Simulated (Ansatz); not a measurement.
Program: Ansatz. Geometries: PBE0-D4/def2-TZVP. ΔE: electronic, gas phase. CCSD(T)/CBS is the MP2 limit (def2-TZVPP, def2-QZVPP) plus CCSD(T) − MP2 in def2-TZVPP, frozen cores. This one scheme is used for every species. DFT in def2-TZVPP. HSE06 is defined as in plane-wave codes. Elements past krypton have def2 core potentials. For In outer-core shells are correlated without core-valence functions, which leaves a few kJ/mol of doubt a bond. One conformer a species, not always the lowest.

Reaction (ligand exchange at the In–C bond): `C[C](C)(C)[In]([F])[Cl]` + `[SiH3]N[SiH3]` → `[F][In]([Cl])[N]([SiH3])[SiH3]` + `CC(C)C`

| level | ΔE (kJ/mol) | difference from CCSD(T)/CBS |
| --- | --- | --- |
| LDA (SPW92) | -19.0 | 17.9 |
| PBE-D4 | -23.2 | 13.7 |
| BLYP-D4 | -23.4 | 13.5 |
| r2SCAN0-D4 | -34.8 | 2.1 |
| HSE06-D4 | -30.3 | 6.6 |
| BHLYP-D4 | -40.4 | -3.5 |
| ωB97M-V | -35.1 | 1.8 |
| PBE | -22.9 | 14.0 |
| r2SCAN | -31.2 | 5.7 |
| HSE06 | -29.9 | 7.0 |
| CCSD/def2-SVP | -49.0 | -12.1 |
| CCSD(T)/def2-SVP | -47.9 | -11.0 |
| HF/def2-QZVPP | -55.3 | -18.4 |
| SCS-MP2/def2-QZVPP | -38.6 | -1.7 |
| HF/CBS(def2) | -55.5 | -18.6 |
| MP2/CBS(def2) | -32.9 | 4.0 |
| CCSD(T)/CBS | -36.9 | 0 |

Largest T1 diagnostic among the species: 0.015.

Leaving LDA and LC-ωPBE aside and taking each functional with its dispersion term where it has one, the values, not all of them listed here, spread over 17.2 kJ/mol, from BHLYP-D4 to revPBE-D4. LDA lies +3.9 kJ/mol from PBE without D4. At CCSD(T), def2-SVP lies −11.0 kJ/mol from the extrapolated value and def2-TZVPP −2.1 kJ/mol. From BLYP to BHLYP (50 % exact exchange), in def2-TZVPP and without D4, ΔE moves by −15.3 kJ/mol.
